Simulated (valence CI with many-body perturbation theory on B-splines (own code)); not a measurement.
**E1 transitions of Ta42+**

Method: configuration interaction combined with many-body perturbation theory (CI+MBPT): three valence electrons over a frozen Dirac-Fock core [Ar] 3d10, a basis of 11 s, 11 p, 9 d, 7 f, 5 g, 2 h, 1 i functions for each j, with the one-electron correlation potential Σ1, the two-electron term Σ2, the three-electron term Σ3, Breit, model QED; selected CI, second order for the rest (own B-spline code, finite nucleus).

No measured spectrum was set against this ion. As an estimate, large intervals hold to a few tenths of a per cent, small ones and those within an open d or f shell to about a per cent.

Lines 101 to 150 of 275 in falling wavelength, among levels below 562.10 eV, chosen from the strongest by gf and those to the six lowest levels. Wavelengths and rates use the calculated energies. Electric multipoles are in the length gauge, E1 and E2 with the static RPA response of the core. Weak lines are less certain than strong ones. Lines between different terms over intervals too small for the method are left out, as are lines whose strength nearly cancels. The highest levels of a list are the least certain.

Levels are named by their leading jj configuration (3d3/2^4 stands for four electrons in 3d with j = 3/2), which in mixed levels can hold well under half, so a name can repeat and another be missing. Letters in brackets count levels of one name in rising energy.

| λ vac (Å) | Upper | Lower | A (s⁻¹) | S (a.u.) with core polarisation | S without |
| --- | --- | --- | --- | --- | --- |
| 70.26 | (4p1/2 4p3/2 4d5/2) J=7/2 [b] | (4p1/2 4p3/2^2) J=5/2 | 5.30e+11 | 7.26e-01 | 7.68e-01 |
| 70.23 | (4p1/2 4p3/2 4d5/2) J=1/2 | (4p1/2 4p3/2^2) J=3/2 | 1.13e+11 | 3.87e-02 | 4.10e-02 |
| 70.20 | (4s 4p1/2 4f7/2) J=7/2 [c] | (4s 4p1/2 4d5/2) J=7/2 | 3.75e+10 | 5.12e-02 | 5.44e-02 |
| 70.10 | (4s 4p1/2 4d5/2) J=5/2 [a] | (4s 4p1/2 4p3/2) J=3/2 [a] | 2.96e+11 | 3.02e-01 | 3.20e-01 |
| 70.03 | (4p1/2 4p3/2 4d5/2) J=3/2 [b] | (4p1/2 4p3/2^2) J=5/2 | 1.14e+11 | 7.76e-02 | 8.23e-02 |
| 69.76 | (4s 4p1/2 4d5/2) J=3/2 | (4s 4p1/2 4p3/2) J=5/2 | 4.09e+10 | 2.74e-02 | 2.91e-02 |
| 69.63 | (4s 4p3/2 4d5/2) J=3/2 [b] | (4s 4p3/2^2) J=1/2 | 3.21e+11 | 2.14e-01 | 2.26e-01 |
| 69.55 | (4s 4p1/2 4d5/2) J=5/2 [b] | (4s 4p1/2 4p3/2) J=5/2 | 1.43e+11 | 1.42e-01 | 1.51e-01 |
| 69.51 | (4p1/2 4p3/2 4d3/2) J=5/2 [b] | (4s 4p1/2 4d5/2) J=3/2 | 6.81e+10 | 6.77e-02 | 7.15e-02 |
| 69.49 | (4s 4p3/2 4d5/2) J=5/2 [b] | (4s 4p3/2^2) J=3/2 | 6.55e+11 | 6.51e-01 | 6.89e-01 |
| 69.47 | (4p1/2 4p3/2 4d5/2) J=5/2 [b] | (4p1/2 4p3/2^2) J=3/2 | 7.43e+11 | 7.38e-01 | 7.81e-01 |
| 69.16 | (4p1/2 4p3/2 4d5/2) J=7/2 [a] | (4s 4p1/2 4d5/2) J=5/2 [b] | 8.46e+10 | 1.11e-01 | 1.17e-01 |
| 68.98 | (4p1/2 4p3/2 4d5/2) J=5/2 [b] | (4p1/2 4p3/2^2) J=5/2 | 9.43e+10 | 9.16e-02 | 9.71e-02 |
| 68.70 | (4s 4p1/2 4f5/2) J=5/2 [a] | (4s 4p1/2 4d3/2) J=5/2 | 5.06e+10 | 4.86e-02 | 5.16e-02 |
| 68.55 | (4s 4p1/2 4f5/2) J=3/2 | (4s 4p1/2 4d3/2) J=3/2 [b] | 7.55e+10 | 4.80e-02 | 5.07e-02 |
| 68.25 | (4s 4p1/2 4f7/2) J=7/2 [c] | (4s 4p1/2 4d5/2) J=5/2 [a] | 2.62e+10 | 3.29e-02 | 3.48e-02 |
| 68.21 | (4s 4p1/2 4f5/2) J=3/2 | (4s 4p1/2 4d3/2) J=1/2 | 1.46e+11 | 9.13e-02 | 9.62e-02 |
| 68.06 | (4s 4p3/2 4d5/2) J=5/2 [a] | (4s^2 4d5/2) J=5/2 | 3.46e+11 | 3.23e-01 | 3.43e-01 |
| 67.57 | (4s 4p1/2 4f7/2) J=5/2 | (4s 4p1/2 4d3/2) J=3/2 [b] | 1.05e+11 | 9.55e-02 | 1.01e-01 |
| 67.44 | (4p1/2 4p3/2 4d5/2) J=7/2 [a] | (4s 4p1/2 4d5/2) J=7/2 | 5.96e+10 | 7.22e-02 | 7.66e-02 |
| 67.38 | (4p1/2 4p3/2 4d5/2) J=3/2 [a] | (4s 4p1/2 4d5/2) J=3/2 | 3.44e+11 | 2.08e-01 | 2.20e-01 |
| 67.18 | (4s 4p3/2 4d5/2) J=7/2 [b] | (4s 4p3/2^2) J=5/2 | 9.68e+11 | 1.16e+00 | 1.23e+00 |
| 67.10 | (4p1/2 4p3/2 4d5/2) J=5/2 [a] | (4s 4p1/2 4d5/2) J=5/2 [b] | 3.18e+11 | 2.85e-01 | 3.02e-01 |
| 67.05 | (4s 4p3/2 4d5/2) J=3/2 [a] | (4s^2 4d5/2) J=5/2 | 1.49e+11 | 8.90e-02 | 9.45e-02 |
| 66.95 | (4s 4p3/2^2) J=5/2 | (4s^2 4p3/2) J=3/2 | 5.17e+11 | 4.60e-01 | 4.87e-01 |
| 66.74 | (4p1/2 4p3/2^2) J=3/2 | (4s 4p1/2 4p3/2) J=1/2 | 5.44e+11 | 3.19e-01 | 3.38e-01 |
| 66.71 | (4p1/2 4p3/2 4d5/2) J=9/2 | (4s 4p1/2 4d5/2) J=7/2 | 3.15e+11 | 4.61e-01 | 4.89e-01 |
| 66.70 | (4s 4p1/2 4d5/2) J=3/2 | (4s 4p1/2 4p3/2) J=3/2 [a] | 1.64e+11 | 9.63e-02 | 1.02e-01 |
| 66.50 | (4s 4p1/2 4d5/2) J=5/2 [b] | (4s 4p1/2 4p3/2) J=3/2 [a] | 2.54e+10 | 2.21e-02 | 2.34e-02 |
| 66.28 | (4p1/2 4p3/2^2) J=5/2 | (4s 4p1/2 4p3/2) J=3/2 [b] | 4.29e+11 | 3.70e-01 | 3.93e-01 |
| 66.27 | (4s 4p3/2 4d3/2) J=3/2 [b] | (4s^2 4d3/2) J=3/2 | 2.92e+11 | 1.68e-01 | 1.79e-01 |
| 66.18 | (4p1/2 4p3/2 4d3/2) J=3/2 [a] | (4s 4p1/2 4d3/2) J=5/2 | 1.05e+11 | 5.99e-02 | 6.36e-02 |
| 66.16 | (4p1/2 4p3/2 4d3/2) J=5/2 [b] | (4s 4p1/2 4d5/2) J=5/2 [a] | 4.66e+10 | 3.99e-02 | 4.25e-02 |
| 65.98 | (4s 4p3/2 4d5/2) J=3/2 [b] | (4s 4p3/2^2) J=5/2 | 2.97e+11 | 1.68e-01 | 1.79e-01 |
| 65.84 | (4p1/2 4p3/2^2) J=3/2 | (4s 4p1/2 4p3/2) J=3/2 [b] | 1.47e+11 | 8.28e-02 | 8.79e-02 |
| 65.65 | (4p1/2 4p3/2 4d5/2) J=7/2 [a] | (4s 4p1/2 4d5/2) J=5/2 [a] | 4.43e+11 | 4.95e-01 | 5.25e-01 |
| 65.62 | (4s 4p1/2 4f7/2) J=7/2 [a] | (4s 4p1/2 4d3/2) J=5/2 | 4.03e+10 | 4.50e-02 | 4.74e-02 |
| 65.61 | (4p1/2 4p3/2^2) J=1/2 | (4s 4p1/2 4p3/2) J=1/2 | 1.19e+11 | 3.31e-02 | 3.51e-02 |
| 65.53 | (4s 4p3/2 4d5/2) J=7/2 [a] | (4s^2 4d5/2) J=5/2 | 3.08e+11 | 3.42e-01 | 3.62e-01 |
| 65.48 | (4p1/2 4p3/2 4d5/2) J=5/2 [a] | (4s 4p1/2 4d5/2) J=7/2 | 5.70e+10 | 4.74e-02 | 5.04e-02 |
| 65.22 | (4p1/2 4p3/2 4d3/2) J=3/2 [b] | (4s 4p1/2 4d3/2) J=3/2 [b] | 5.55e+10 | 3.04e-02 | 3.23e-02 |
| 64.91 | (4p1/2 4p3/2 4d3/2) J=3/2 [b] | (4s 4p1/2 4d3/2) J=1/2 | 1.56e+11 | 8.41e-02 | 8.93e-02 |
| 64.73 | (4p1/2 4p3/2^2) J=1/2 | (4s 4p1/2 4p3/2) J=3/2 [b] | 4.45e+11 | 1.19e-01 | 1.26e-01 |
| 64.63 | (4s 4p1/2 4f5/2) J=5/2 [b] | (4s 4p1/2 4d3/2) J=5/2 | 9.70e+10 | 7.75e-02 | 8.20e-02 |
| 64.58 | (4s 4p3/2 4d5/2) J=5/2 [b] | (4s 4p3/2^2) J=5/2 | 3.17e+11 | 2.53e-01 | 2.69e-01 |
| 64.40 | (4s 4p1/2 4p3/2) J=3/2 [b] | (4s^2 4p1/2) J=1/2 | 3.20e+11 | 1.69e-01 | 1.79e-01 |
| 64.33 | (4p3/2^3) J=3/2 | (4s 4p3/2^2) J=3/2 | 1.09e+12 | 5.75e-01 | 6.10e-01 |
| 64.25 | (4p1/2^2 4p3/2) J=3/2 | (4s 4p1/2^2) J=1/2 | 2.09e+11 | 1.10e-01 | 1.16e-01 |
| 64.22 | (4p1/2 4p3/2 4d5/2) J=3/2 [a] | (4s 4p1/2 4d5/2) J=5/2 [a] | 1.23e+11 | 6.43e-02 | 6.83e-02 |
| 64.15 | (4p1/2 4p3/2 4d3/2) J=1/2 [b] | (4s 4p1/2 4d3/2) J=1/2 | 2.20e+11 | 5.72e-02 | 6.07e-02 |
